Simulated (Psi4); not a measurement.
Psi4 input (wB97X-D/6-31G*):

```
memory 1500 MB

molecule {
-1 3
P     0.00000000    0.00000000    0.00000000
symmetry c1
no_reorient
no_com
}

set {
  basis 6-31G*
  reference uks
  scf_type pk
  dft_radial_points 99
  dft_spherical_points 590
  e_convergence 1e-8
  d_convergence 1e-7
  maxiter 150
}

e = energy('wb97x-d')
print_out(f'\nFINAL {e:.10f} DIPOLE {variable("CURRENT DIPOLE")[0]:.6f} {variable("CURRENT DIPOLE")[1]:.6f} {variable("CURRENT DIPOLE")[2]:.6f}\n')
```

From the last part of the output:

```
  HONO-1 :    8  A 1.0000000
  HONO-0 :    9  A 1.0000000
  LUNO+0 :   10  A 0.0008660
  LUNO+1 :   11  A 0.0003701
  LUNO+2 :   12  A 0.0000000
  LUNO+3 :   13  A 0.0000000

Computation Completed

Properties will be evaluated at   0.000000,   0.000000,   0.000000 [a0]

Properties computed using the SCF density matrix

 Multipole Moments:

 ------------------------------------------------------------------------------------
     Multipole            Electronic (a.u.)      Nuclear  (a.u.)        Total (a.u.)
 ------------------------------------------------------------------------------------

 L = 1.  Multiply by 2.5417464519 to convert [e a0] to [Debye]
 Dipole X            :          0.0000000            0.0000000            0.0000000
 Dipole Y            :          0.0000000            0.0000000            0.0000000
 Dipole Z            :          0.0000000            0.0000000            0.0000000
 Magnitude           :                                                    0.0000000

 ------------------------------------------------------------------------------------

FINAL -341.2434815603 DIPOLE 0.000000 0.000000 0.000000

*** Psi4 exiting successfully. Buy a developer a beer!
```

The dipole moment of an ion depends on the origin.
